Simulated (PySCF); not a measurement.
B3LYP has the VWN-RPA correlation part, as in Gaussian. 

```xyz
20

C      2.3624    -0.4101     0.1944
C      1.3098     0.2635    -0.6963
Si    -0.4780     0.1093    -0.0826
C     -0.6352     0.9021     1.6258
C     -1.6243     0.9919    -1.2968
C     -0.9580    -1.7152     0.0282
H      2.3615     0.0131     1.2125
H      3.3826    -0.2911    -0.2066
H      2.1759    -1.4921     0.2937
H      1.5391     1.3393    -0.8067
H      1.3548    -0.1548    -1.7187
H      0.0057     0.3948     2.3653
H     -0.3421     1.9648     1.5994
H     -1.6736     0.8494     1.9927
H     -2.6759     0.9238    -0.9727
H     -1.5543     0.5491    -2.3042
H     -1.3678     2.0609    -1.3814
H     -0.3212    -2.2558     0.7474
H     -2.0041    -1.8301     0.3571
H     -0.8574    -2.2129    -0.9506
```

Charge 0, multiplicity 1.

**Question.** Give the Mulliken and meta-Löwdin atomic charges from B3LYP-D3(BJ)/def2-TZVP // B3LYP-D3(BJ)/def2-SVP (PySCF).

**Answer.** 
```tsv
atom	Mulliken (e)	meta-Löwdin (e)
C1	-0.36	-0.31
C2	-0.26	-0.44
Si3	0.46	0.97
C4	-0.47	-0.59
C5	-0.46	-0.59
C6	-0.47	-0.59
H7	0.11	0.10
H8	0.11	0.10
H9	0.11	0.10
H10	0.09	0.10
H11	0.09	0.10
H12	0.12	0.12
H13	0.11	0.12
H14	0.12	0.12
H15	0.11	0.12
H16	0.11	0.12
H17	0.11	0.12
H18	0.12	0.12
H19	0.12	0.12
H20	0.11	0.12
```
